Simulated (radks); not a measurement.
Question: Successive ionisation energies (eV) of one element, from differences of total energies of ions in their ground configurations, starting at charge 0: 7.281, 17.988, 30.386, 44.236, 59.798, 75.999, 93.146, 111.16, 178.50, 200.08, 222.17, 244.69, 272.75, 296.44, 353.06, 378.35, 670.54, 728.33, 787.75, 848.78, 911.38, 975.52. Calculated with a radial shooting solver on a logarithmic mesh with Libxc functionals: Dirac Kohn-Sham, PBE, spin-unpolarised, spherical densities, finite nucleus; open shells fill j = l - 1/2 first; Fermi nuclear charge, rms radius 4.4809 fm. Which element is it?

Answer: Ruthenium (Z = 44). The first species listed is Ru in [Kr] 4d7 5s1, the last Ru21+ in [Ar] 3d5.
